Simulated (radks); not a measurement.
The erbium ion Er10+ is in [Kr] 4d10 4f7 5s2 5p3. All-electron calculation, scalar-relativistic Kohn-Sham, BLYP, spin-polarised, spherical densities, finite nucleus; Fermi nuclear charge, rms radius of each element as measured or else 0.836 A^(1/3) + 0.57 fm. Program: a radial shooting solver on a logarithmic mesh with Libxc functionals. Open shells are filled with parallel spins first. One electron is removed from 5s, 5p, 4f, 4d in turn, with full relaxation. Which removal costs least, and what does each cost?

Answer. 5p 192.16 eV; 4f 211.99 eV; 5s 219.77 eV; 4d 372.11 eV. The 5p electron leaves first.
